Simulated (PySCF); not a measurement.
Compound: C3H6BNO2.
Bonds: N1–C2 (triple), C2–C3, C3–C4, C4–B5, B5–O6, B5–O7. Hydrogens: H8, H9 on C3; H10, H11 on C4; H12 on O6; H13 on O7.

Computed by this run: PBE0-D3(BJ)/def2-SVP geometry optimisation, gas phase in PySCF; density fitting, grid level 1; the optimiser is geomeTRIC in internal coordinates, started from a GFN2-xTB structure with every atom displaced at random (about 0.01 Å).

Geometry at step 1:
```
atom  x, y, z in Å
N1     -3.3626    1.1046    0.5617
C2     -2.4295    0.4406    0.3584
C3     -1.2255   -0.3327    0.0990
C4      0.0245    0.5417   -0.0564
B5      1.3135   -0.2638   -0.5084
O6      1.2049   -1.6165   -0.6623
O7      2.5073    0.3112   -0.8038
H8     -1.0932   -1.0750    0.9018
H9     -1.3792   -0.9166   -0.8338
H10    -0.1732    1.3396   -0.8023
H11     0.2224    1.0770    0.8840
H12     2.0308   -1.9937   -0.9776
H13     2.5130    1.2685   -0.7247
```

Task: Give the atomic forces at this geometry.

Result: 
| atom | Fx (eV/Å) | Fy (eV/Å) | Fz (eV/Å) |
| --- | --- | --- | --- |
| N1 | 0.519 | -0.436 | -0.126 |
| C2 | -0.591 | 0.502 | 0.201 |
| C3 | 0.137 | -0.183 | -0.453 |
| C4 | -0.017 | 0.066 | -0.150 |
| B5 | -0.372 | -0.424 | -0.107 |
| O6 | -0.071 | 0.361 | 0.127 |
| O7 | 0.185 | 0.141 | -0.003 |
| H8 | 0.005 | 0.009 | -0.009 |
| H9 | -0.021 | 0.102 | 0.299 |
| H10 | 0.030 | -0.134 | 0.109 |
| H11 | 0.052 | 0.075 | 0.116 |
| H12 | 0.134 | -0.109 | -0.037 |
| H13 | 0.008 | 0.029 | 0.033 |

The largest, 0.80 eV/Å, acts on C2; the rms over all components is 0.233 eV/Å. The forces sum to zero within rounding, as they must for an isolated molecule in no field.

Task: Give the force on C2 in Eh/bohr and in nN.

Result: 0.801 eV/Å ÷ 51.422 = 0.01558 Eh/bohr, and 0.801 eV/Å × 1.602 = 1.28 nN.

Task: How far is this geometry from the end of the optimisation?

Result: 0.018 eV above it, and 0.093 Å rms away after alignment. The bonds farthest from their final lengths, with half the difference of the two atoms' forces along the bond (positive lengthens):

| bond | now (Å) | final (Å) | force along bond (eV/Å) |
| --- | --- | --- | --- |
| C3–H9 | 1.111 | 1.102 | -0.38 |
| B5–O6 | 1.366 | 1.358 | -0.41 |
| B5–O7 | 1.358 | 1.364 | +0.35 |
| C4–H10 | 1.110 | 1.104 | -0.16 |
| N1≡C2 | 1.163 | 1.158 | -0.74 |
| C4–H11 | 1.100 | 1.105 | +0.12 |

The angle farthest from its final value is N1–C2–C3, 177.3° against 178.7°.

The cost below is that of the whole optimisation. Hardware: one thread, Arm Neoverse V2 (aarch64), no GPU, shared host. Cost: 48 s of wall time, 0.49 GiB resident at most.
